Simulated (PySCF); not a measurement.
## Computed properties of Ge(I)(NH2) (GeH2IN), SMILES [NH2][Ge][I]

Ge(I)(NH2) (GeH₂IN), SMILES [NH2][Ge][I] (connectivity only; charge and spin as stated), neutral, multiplicity 1. Geometry: r2SCAN-D4/def2-SVP. The def2 effective core potentials stand for the cores of I; spin–orbit coupling is left out. The values are those of a single conformer. All values are computed for the isolated molecule unless a solvent is named; none is compared with measurement here.

**Structure.** The optimised structure has Cs symmetry. All 9 harmonic modes at r2SCAN-D4/def2-SVP (PySCF) are real, so it is a minimum. With heavy atoms numbered as in [Ge:1]([I:2])[NH2:3], the shortest bond between them is Ge1–N3 at 1.815 Å and the longest Ge1–I2 at 2.598 Å.

**Vibrations.** The strongest infrared lines (harmonic, unscaled, degenerate partners summed) lie at 459 cm⁻¹ (150 km/mol, H 86 %, N 14 %), 505 cm⁻¹ (53 km/mol, H 94 %), 689 cm⁻¹ (48 km/mol, N 46 %, H 44 %, Ge 10 %). The softest mode is at 176 cm⁻¹ and the zero-point energy is 16.4 kcal/mol.

**Electronic structure.** CAM-B3LYP/def2-TZVPD (PySCF) places the frontier levels at -8.28 and -1.13 eV, a gap of 7.15 eV, and gives a dipole moment of 3.08 D and a mean polarisability of 81.7 bohr³.

**Excitations.** TDDFT-CAM-B3LYP/def2-SVPD (PySCF) has S1 at 3.93 eV (315 nm, f = 0.011, weak); the most intense of the 10 singlets computed lies at 6.21 eV (f = 0.39). T1 (TDA) is at 3.01 eV. No vertical singlet excitation falls in the visible range (under 3.1 eV).
